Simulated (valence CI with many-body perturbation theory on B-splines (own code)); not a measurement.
# Eu13+: what each term of the Hamiltonian does

Computed by relativistic CI+MBPT: four valence electrons over a frozen Dirac-Fock core [Kr] 4d10, a basis of 8 s, 8 p, 9 d, 9 f, 6 g, 3 h, 2 i functions for each j, with the one-electron correlation potential Σ1, the two-electron term Σ2, the three-electron term Σ3, Breit, model QED; selected CI, second order for the rest (own B-spline code, finite nucleus).

No measured levels were compared; by estimate terms of the open shell hold to a few per cent of their energy, and close levels can change places; configurations with another count of f electrons can be misplaced by thousands of cm⁻¹. Core correlation moves these levels by up to 37000 cm⁻¹, and in measured spectra 5 to 20 % of such shifts remained as error; rates that hang on mixing are uncertain with them.

Each rung adds one term. CI alone is the Dirac-Coulomb CI over the frozen core; QED comes last and gives the full result, which names the levels. Energies are above 4f²5s² ³H_4 on the same rung, in cm⁻¹.

Names give the largest LS component (configuration and term), which can be under half, so a name can repeat, a term be missing and a line seem to break the LS rules; names also repeat where a configuration has a term twice. Letters in brackets count levels of one name in rising energy.

```csv
Level,CI alone
4f²5s² ³H_5,5435
4f²5s² ³F_2,9710
4f²5s² ³H_6,10881
4f²5s² ³F_3,13347
4f²5s² ³F_4,13321
4f²5s² ¹G_4,20319
4f³5s ⁵I°_4,60327
4f³5s ⁵I°_5,62568
4f³5s ⁵I°_6,65361
4f³5s ⁵I°_7,68513
4f²5s² ¹D_2,33947
4f³5s ⁵I°_8,71905
4f²5s² ³P_0,41031
4f³5s ³I°_5 [a],76011
4f²5s² ¹I_6,42425
4f²5s² ³P_1,42800
```

What do these energies become with core correlation, Breit and QED?

4f²5s² ³H_5 5671 (+236); 4f²5s² ³F_2 9362 (-348); 4f²5s² ³H_6 11277 (+396); 4f²5s² ³F_3 13239 (-108); 4f²5s² ³F_4 13701 (+380); 4f²5s² ¹G_4 21119 (+799); 4f³5s ⁵I°_4 22449 (-37879); 4f³5s ⁵I°_5 24859 (-37709); 4f³5s ⁵I°_6 27845 (-37516); 4f³5s ⁵I°_7 31166 (-37347); 4f²5s² ¹D_2 32539 (-1408); 4f³5s ⁵I°_8 34682 (-37223); 4f²5s² ³P_0 39059 (-1973); 4f³5s ³I°_5 [a] 39062 (-36949); 4f²5s² ¹I_6 40278 (-2146); 4f²5s² ³P_1 40964 (-1836).

How does the ionisation energy move along the ladder, and which term matters most?

CI alone 256.32, + Σ1 258.38, + Σ2 259.14, + Σ3 259.06, + Breit 258.93, + QED 258.82 eV. The largest step is Σ1, 2.06 eV. NIST lists 263 ± 14 eV (theoretical).
